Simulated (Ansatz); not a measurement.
Mulliken charges of `F[BH][AlH][F]` from r2SCAN/def2-TZVPP in Ansatz (PBE0-D4/def2-TZVP geometry).

| atom | x (Å) | y (Å) | z (Å) | charge (e) |
| --- | --- | --- | --- | --- |
| F1 | 1.185 | -0.905 | -1.540 | -0.221 |
| B2 | 0.719 | 0.149 | -0.883 | 0.213 |
| Al3 | -0.580 | -0.133 | 0.823 | 0.579 |
| F4 | -2.193 | 0.150 | 0.572 | -0.364 |
| H5 | 1.083 | 1.215 | -1.316 | -0.046 |
| H6 | -0.172 | -0.540 | 2.299 | -0.160 |

By hand: the dipole of these point charges (1 e Å = 4.8032 D).

Σ q r = (0.331, 0.131, 0.113) e Å, of length 0.373 e Å = 1.79 D.

How does the dipole of the full density compare? (Estimate.)

Computed: (0.258, 0.059, 0.030) e Å, 1.28 D; the point charges give 1.40 times that, at 14° from its direction.

Point charges leave out the atoms' own dipoles, such as those of lone pairs, and Mulliken's split depends on the basis, so the two needn't agree.
